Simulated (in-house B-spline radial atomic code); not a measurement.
**RPA and G0W0 on LDA exchange-only: K II (K+)**

Configuration [Ne] 3s2 3p6, mean-field start LDA exchange-only. Computed with a B-spline radial code for spherical atoms: all electrons, scalar-relativistic (spin-free one-electron X2C), finite nucleus, each spin shell either full or empty, empty states to l = 9 with an (l + 1/2)⁻⁴ tail; G0W0 by contour deformation at full frequency.

Command:
```bash
python run_gw.py task.json out
```
Settings (radii: box in bohr, nucleus in fm):
```
Z                        19
electrons                18
configuration            [Ne] 3s2 3p6
hamiltonian              x2c
method                   lda,
lmax                     9
rms_radius               3.4349
spin_polarised           False
box_radius               23.78
intervals                71
```

Cost of the run: 2.2 s on 1 thread of Arm Neoverse N1, on a shared host.

Energies (hartree):

| term | value |
| --- | --- |
| mean-field total | -598.84890 |
| Hartree-Fock functional on these orbitals | -601.29513 |
| direct second order | -1.3402 |
| second-order exchange | 0.45137 |
| SOSEX correction | 0.40439 |

Problem. What is the RPA correlation energy, and what remains with SOSEX?

Solution. RPA gives -1.1426 hartree (-1.73 eV per electron); RPA + SOSEX gives -0.73817, and the second-order doubles -0.88883 hartree (no singles). SOSEX takes back 35 % of the RPA value.

Quasi-particle levels (eV):

| level | occupied | mean field | Σx - vxc | Σc | QP weight | G0W0 |
| --- | --- | --- | --- | --- | --- | --- |
| 3p | yes | -23.464 | -8.59 | ? | ? | ? |
| 4s | no | -5.539 | 1.87 | -0.63 | 0.983 | -4.297 |

G0W0 = mean field + (Σx - vxc) + Σc, with Σc (partial-wave tail included) taken at the quasi-particle energy. Only the outer levels were computed. Levels of low weight are left out.

Problem. Where does G0W0 put 3p?

Solution. At -31.54 eV, with Σc = 0.51 eV and a quasi-particle weight of 0.885. The tabulated removal energy is 31.625 eV (NIST, measured); the calculation leaves out spin-orbit coupling, Breit and QED terms, and what these don't explain is the method's own error.
